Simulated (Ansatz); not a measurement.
Geometry optimisation, RKS PBE-D4/def2-SVP (Ansatz).

Input file:

```yaml
crystal:
  periodic: [false, false, false]
  atoms:
    - { symbol: Ti, position_ang: [0.0, 0.0, 0.0] }
    - { symbol: Cl, position_ang: [0.0, 0.0, 2.72] }
    - { symbol: O, position_ang: [1.8106, 0.0, -0.6394] }
    - { symbol: H, position_ang: [2.1269, -0.9521, -0.756] }
    - { symbol: Cl, position_ang: [-1.1163, 1.9339, -0.7892] }
    - { symbol: O, position_ang: [-0.9043, -1.5667, -0.6394] }
    - { symbol: H, position_ang: [-1.359, -2.0324, 0.133] }
    - { symbol: H, position_ang: [0.7498, 1.7436, 0.6306] }
    - { symbol: H, position_ang: [0.6303, 1.4657, 1.6317] }
basis:
  gaussian: { orbitals: def2-SVP }
hamiltonian:
  xc: pbe
  dispersion: d4
relax:
  f_tol: 0.15
  max_steps: 25
  restrain:
    - { distance: [0, 7], at: 1.7, k: 30.0 }
    - { distance: [8, 1], at: 1.37, k: 30.0 }
    - { distance: [0, 1], at: 3.57, k: 30.0 }
    - { distance: [8, 7], at: 1.86, k: 30.0 }
```

Command:

```bash
$ ansatz run input.yaml --threads 4 --pin off --max-ram 5120MiB --backend cpu --events-out ev --progress --plain --runs-dir out
```

**Question.** Where does it end, and by what steps?

**Answer.** The forces met the threshold. The restraints hold the end off the free minimum. After 18 steps the energy has fallen by 1.081 eV (the restraints' own energy left out); Cl5 moved furthest, 1.64 Å. Parted: Ti1–Cl2 (2.72 → 3.57 Å). Joined: Cl2–H9 (1.93 → 1.35 Å).

| step | energy less start (eV) | largest force component (eV/Å) | accepted |
| --- | --- | --- | --- |
| 0 | 0.0000 | 3.030 | yes |
| 1 | 0.7068 | 2.447 | yes |
| 2 | 0.8771 | 1.869 | yes |
| 3 | 0.6044 | 1.516 | yes |
| 4 | 0.0598 | 1.203 | yes |
| 5 | -0.3270 | 0.868 | yes |
| 6 | -0.5716 | 0.692 | yes |
| 7 | -0.7371 | 0.700 | yes |
| 8 | -0.8266 | 0.681 | yes |
| 9 | -0.8864 | 0.653 | yes |
| 10 | -0.9147 | 0.760 | yes |
| 11 | -0.9367 | 0.825 | yes |
| 12 | -0.9931 | 0.755 | yes |
| 13 | -1.0459 | 0.588 | yes |
| 14 | -1.0442 | 0.686 | no |
| 15 | -1.0588 | 0.526 | yes |
| 16 | -1.0653 | 0.541 | yes |
| 17 | -1.0703 | 0.572 | yes |
| 18 | -1.0810 | 0.557 | yes |

```xyz
9
Properties=species:S:1:pos:R:3
Ti -0.068 0.504 -0.622
Cl 0.785 -0.806 2.588
O 1.584 -0.106 -0.754
H 2.114 -0.766 -0.271
Cl -0.828 1.622 -2.371
O -1.210 -0.642 0.090
H -1.033 -1.199 0.878
H 0.084 1.582 0.693
H 0.510 0.403 2.059
```

The run took 33 s on 4 threads of Arm Neoverse V1, on a shared host, peak memory 0.18 GiB.
